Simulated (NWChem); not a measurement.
System: CH4FGaO; SMILES [GaH]([O]C)[F]

The following NWChem deck was run.

```
start job
memory heap 200 mb stack 900 mb global 1100 mb
geometry units angstroms noautosym nocenter noautoz
  Ga    -0.248150     0.423422     0.000588
  H     -1.793697     0.530858     0.004936
  F      0.760749     1.847960    -0.004415
  O      0.705105    -1.065898     0.003012
  C      0.189690    -2.365418    -0.001511
  H      0.514293    -2.904551    -0.909155
  H      0.567428    -2.928486     0.870086
  H     -0.916731    -2.408723     0.031124
end
basis spherical
  Ga library pcsseg-1
  H library pcsseg-1
  F library pcsseg-1
  O library pcsseg-1
  C library pcsseg-1
end
dft
  xc slater vwn_5
  iterations 150
end
property
  shielding
end
task dft property
```

NWChem printed, in part:

```
             Northwest Computational Chemistry Package (NWChem) 7.3.0
             --------------------------------------------------------

                             Geometry "geometry" -> ""
                             -------------------------

 Output coordinates in angstroms (scale by  1.889725989 to convert to a.u.)

  No.       Tag          Charge          X              Y              Z
 ---- ---------------- ---------- -------------- -------------- --------------
    1 Ga                  31.0000    -0.24815000     0.42342200     0.00058800
    2 H                    1.0000    -1.79369700     0.53085800     0.00493600
    3 F                    9.0000     0.76074900     1.84796000    -0.00441500
    4 O                    8.0000     0.70510500    -1.06589800     0.00301200
    5 C                    6.0000     0.18969000    -2.36541800    -0.00151100
    6 H                    1.0000     0.51429300    -2.90455100    -0.90915500
    7 H                    1.0000     0.56742800    -2.92848600     0.87008600
    8 H                    1.0000    -0.91673100    -2.40872300     0.03112400

 Effective nuclear repulsion energy (a.u.)     280.1446606643

                              NWChem Property Module
                              ----------------------

  itol2e modified to match energy
  convergence criterion.

                                 NWChem DFT Module
                                 -----------------

 Summary of "ao basis" -> "ao basis" (spherical)
 ------------------------------------------------------------------------------
       Tag                 Description            Shells   Functions and Types
 ---------------- ------------------------------  ------  ---------------------
 Ga                         pcsseg-1                15       41   5s7p3d
 H                          pcsseg-1                 3        5   2s1p
 F                          pcsseg-1                 7       17   3s3p1d
 O                          pcsseg-1                 7       17   3s3p1d
 C                          pcsseg-1                 7       17   3s3p1d

  itol2e modified to match energy
  convergence criterion.

            General Information
            -------------------
          SCF calculation type: DFT
          Wavefunction type:  closed shell.
          No. of atoms     :     8
          No. of electrons :    58
           Alpha electrons :    29
            Beta electrons :    29
          Charge           :     0
          Spin multiplicity:     1
          Use of symmetry is: off; symmetry adaption is: off
          Maximum number of iterations: 150
          AO basis - number of functions:   112
                     number of shells:    48
          Convergence on energy requested:  1.00D-07
          Convergence on density requested:  1.00D-05
          Convergence on gradient requested:  5.00D-04

              XC Information
              --------------
                        Slater Exchange Functional  1.000 local
                      VWN V Correlation Functional  1.000 local

             Grid Information
             ----------------
          Grid used for XC integration:  fine
          Radial quadrature: Mura-Knowles
          Angular quadrature: Lebedev.
          Tag              B.-S. Rad. Rad. Pts. Rad. Cut. Ang. Pts.
          ---              ---------- --------- --------- ---------
          Ga                  1.30      140          11.0       974
          H                   0.35       60          12.0       590
          F                   0.50       70          12.0       590
          O                   0.60       70           9.0       590
          C                   0.70       70          11.0       590
          Grid pruning is: on
          Number of quadrature shells:   590
          Spatial weights used:  Erf1

      Superposition of Atomic Density Guess
      -------------------------------------

 Sum of atomic energies:       -2136.75293035

[...]

          -----------------------------------------
          Chemical Shielding Tensors (GIAO, in ppm)
          -----------------------------------------

                                NWChem CPHF Module
                                ------------------

  scftype          =     RHF
  nclosed          =       29
  nopen            =        0
  variables        =     2407
  # of vectors     =        3
  tolerance        = 0.10D-03
  level shift      = 0.00D+00
  max iterations   =       50
  max subspace     =       30

 SCF residual:    1.0500459121329955E-005

Iterative solution of linear equations
  No. of variables     2407
  No. of equations        3
  Maximum subspace       30
        Iterations       50
       Convergence  1.0D-04

   iter   nsub   residual    time
   ----  ------  --------  ---------
     1      3    6.97D-06      79.4

      Atom:    1  Ga
        Diamagnetic
   2639.3653     -0.1367      0.0121
     -0.1367   2643.5309      0.0029
      0.0121      0.0029   2641.0597

        Paramagnetic
  -1129.1467   -102.8689     -0.9437
   -102.8689  -1201.5906     -0.4021
     -0.9437     -0.4021  -1467.1977

        Total Shielding Tensor
   1510.2186   -103.0056     -0.9316
   -103.0056   1441.9403     -0.3993
     -0.9316     -0.3993   1173.8619

           isotropic =    1375.3403
          anisotropy =     313.8831

          Principal Components and Axis System
                 1           2           3
             1584.5957   1367.5677   1173.8574

      1         0.8107      0.5854      0.0037
      2        -0.5854      0.8107      0.0029
      3        -0.0013     -0.0045      1.0000

      Atom:    2  H
        Diamagnetic
     40.7530     -1.9672     -0.0611
     -1.9672     19.3704      0.0054
     -0.0611      0.0054     18.2852

        Paramagnetic
     -4.7101      0.0236      0.0122
      0.0236     -0.7889      0.0096
      0.0122      0.0096      1.0262

        Total Shielding Tensor
     36.0429     -1.9435     -0.0489
     -1.9435     18.5815      0.0149
     -0.0489      0.0149     19.3114

           isotropic =      24.6453
          anisotropy =      17.4172

          Principal Components and Axis System
                 1           2           3
               36.2568     19.3113     18.3677

      1         0.9940      0.0040      0.1093
      2        -0.1093      0.0097      0.9940
      3        -0.0030      0.9999     -0.0101

      Atom:    3  F
        Diamagnetic
    475.0402     10.7788     -0.0351
     10.7788    485.0311     -0.0593
     -0.0351     -0.0593    468.8023

        Paramagnetic
   -221.7850    115.6661      0.2816
    115.6661   -238.3962     -0.3526
      0.2816     -0.3526   -138.1592

        Total Shielding Tensor
    253.2552    126.4448      0.2464
    126.4448    246.6349     -0.4119
      0.2464     -0.4119    330.6431

           isotropic =     276.8444
          anisotropy =     149.3836

          Principal Components and Axis System
                 1           2           3
              376.4335    330.6439    123.4558

      1         0.7163      0.0033     -0.6978
      2         0.6978      0.0001      0.7163
      3        -0.0024      1.0000      0.0023

      Atom:    4  O
        Diamagnetic
    388.4236     -0.8531      0.0714
     -0.8531    424.6636      0.0542
      0.0714      0.0542    381.0813

        Paramagnetic
   -163.0561   -160.3527      0.3926
   -160.3527   -358.2046      0.2201
      0.3926      0.2201    -59.5182

        Total Shielding Tensor
    225.3674   -161.2058      0.4640
   -161.2058     66.4590      0.2743
      0.4640      0.2743    321.5631

           isotropic =     204.4632
          anisotropy =     181.7820

          Principal Components and Axis System
                 1           2           3
              325.6512    321.5485    -33.8102

      1         0.8476     -0.0509      0.5282
      2        -0.5271      0.0333      0.8491
      3         0.0608      0.9981     -0.0013

      Atom:    5  C
        Diamagnetic
    242.7828      5.4976     -0.0268
      5.4976    258.3082      0.0733
     -0.0268      0.0733    238.8861

        Paramagnetic
   -147.1790     21.0884      0.3370
     21.0884    -85.9378      0.2268
      0.3370      0.2268   -141.5975

        Total Shielding Tensor
     95.6038     26.5860      0.3102
     26.5860    172.3704      0.3001
      0.3102      0.3001     97.2886

           isotropic =     121.7543
          anisotropy =      88.3890

          Principal Components and Axis System
                 1           2           3
              180.6803     97.2912     87.2913

      1         0.2983      0.0184      0.9543
      2         0.9545     -0.0105     -0.2981
      3         0.0045      0.9998     -0.0207

      Atom:    6  H
        Diamagnetic
     21.9641     -1.6238     -2.7300
     -1.6238     31.8381      7.9202
     -2.7300      7.9202     30.4425

        Paramagnetic
      0.7896      1.8496      2.1011
      1.8496     -0.4171     -4.2363
      2.1011     -4.2363     -5.0074

        Total Shielding Tensor
     22.7538      0.2258     -0.6289
      0.2258     31.4210      3.6839
     -0.6289      3.6839     25.4352

           isotropic =      26.5367
          anisotropy =       9.9575

          Principal Components and Axis System
                 1           2           3
               33.1750     24.0283     22.4066

      1        -0.0064     -0.4624      0.8867
      2         0.9027     -0.3841     -0.1938
      3         0.4302      0.7992      0.4199

      Atom:    7  H
        Diamagnetic
     22.3499     -2.1520      3.1613
     -2.1520     32.1835     -7.7936
      3.1613     -7.7936     29.7052

        Paramagnetic
      0.5174      2.1710     -2.3859
      2.1710     -0.6432      4.2332
     -2.3859      4.2332     -4.5111

        Total Shielding Tensor
     22.8673      0.0190      0.7754
      0.0190     31.5404     -3.5605
      0.7754     -3.5605     25.1941

[...]
```

Level: LDA (Slater exchange, VWN5)/pcSseg-1, GIAO. All runs use the structure optimised with PBE0/def2-SVP. The printed shielding anisotropy is the first printed principal value minus the mean of the other two.
